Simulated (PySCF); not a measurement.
Two-component Hartree-Fock for Mo(18+) (molybdenum, charge +18)

Start: [Ar] 3d6; 3d3/2 filled at m_j = -3/2, -1/2, +1/2, +3/2; 3d5/2 filled at m_j = +3/2, +5/2. Calculated with PySCF 2.14 in an even-tempered Gaussian basis (17 s from 1.9 bohr⁻², ratio 2.8; 12 p from 2.4 bohr⁻², ratio 2.8; 8 d from 2.4 bohr⁻², ratio 2.8; 4 f from 9.9 bohr⁻², ratio 3): generalised Hartree-Fock with the X2C-1e Hamiltonian and a Gaussian nucleus; one run each with spin-orbit coupling (SO) switched off, then screened by Boettger's factors.

| spinor shell | electrons | ε, spin-free (eV) | ε, screened SO (eV) | weight of nominal j (screened SO) | rms radius, screened SO (bohr) |
| --- | --- | --- | --- | --- | --- |
| 1s1/2 | 2 | -20688.6 | -20687.4 | 1.000 | 0.0404 |
| 2s1/2 | 2 | -3486.7 | -3486.2 | 1.000 | 0.166 |
| 2p1/2 | 2 | -3173.0 | -3249.0 | 0.997 | 0.145 |
| 2p3/2 | 4 | -3173.0 | -3136.9 | 0.998 | 0.149 |
| 3s1/2 | 2 | -1031.7 | -1031.6 | 1.000 | 0.437 |
| 3p1/2 | 2 | -923.83 | -945.87 | 0.852 | 0.430 |
| 3p3/2 | 4 | -923.83 | -913.17 | 0.926 | 0.439 |
| 3d3/2 | 4 | -772.55 | -772.50 | 0.726 | 0.405 |
| 3d5/2 | 2 | -772.55 | -773.13 | 0.846 | 0.405 |

```csv
quantity,spin-free,screened SO
E (hartree),-3886.83135,-3887.39173
M_J,4,4
⟨J²⟩,20.001,20.016
⟨L²⟩,6.000,6.457
⟨S²⟩,6.001,5.721
```

Each row is a mean over spinors that exchange with the open shell spreads, by up to 27.706 eV (3p3/2).

Rows whose weight is well below 1 are mixtures of j = l ± 1/2: exchange outweighs spin-orbit coupling there, and the label is only the starting occupation.

Breit and QED terms are absent; they matter most for the inner s and p1/2 levels.

Densities and radii are taken from the X2C orbitals without a picture-change correction, which distorts them close to the nucleus.

Without spin-orbit coupling the j labels of p, d and f shells carry no meaning; the spin-free column gives the mean over the occupied spinors of each nl shell.
